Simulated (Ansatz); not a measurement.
Relaxation of Cl$_{2}$GaH$_{3}$ (6 atoms, charge 0, multiplicity 1), to a largest force component of 0.03 eV/Å in at most 50 steps.

Theory: Ansatz 0.2.0, RHF/def2-SVP.

```xyz
6
Properties=species:S:1:pos:R:3
Ga -0.037 0.240 -0.086
H 0.121 0.183 1.474
Cl 1.815 0.464 -1.181
H -1.369 0.191 -0.891
Cl 0.398 -2.801 1.461
H 0.405 -1.591 1.998
```

**Question.** Where does it end, and by what steps?

**Answer.** The forces met the threshold. The force dipped under the threshold on the way, but the program's further checks kept it going. After 33 steps the energy has fallen by 0.285 eV; H6 moved furthest, 1.38 Å.

```tsv
step	energy less start (eV)	largest force component (eV/Å)	accepted
0	0.0000	1.579	yes
2	-0.1076	1.265	yes
4	-0.2101	0.575	yes
6	-0.2263	0.046	yes
8	-0.2281	0.256	no
10	-0.2281	0.321	no
12	-0.2308	0.092	yes
14	-0.2318	0.056	yes
16	-0.2329	0.135	yes
18	-0.2349	0.076	yes
20	-0.2379	0.126	yes
22	-0.2413	0.302	yes
24	-0.2462	0.420	yes
26	-0.2620	0.130	yes
28	-0.2697	0.071	yes
30	-0.2793	0.371	yes
32	-0.2838	0.084	yes
33	-0.2845	0.002	yes
```

```xyz
6
Properties=species:S:1:pos:R:3
Ga -0.171 0.332 0.090
H -0.323 1.226 1.357
Cl 1.900 -0.062 -0.527
H -1.261 -0.140 -0.917
Cl -0.003 -2.303 1.610
H 1.191 -2.365 1.161
```

Whether the end is a true minimum wasn't checked by a vibrational analysis.

The run took 55 s on 1 thread of Arm Neoverse V1, with other jobs on the host, peak memory 0.17 GiB.
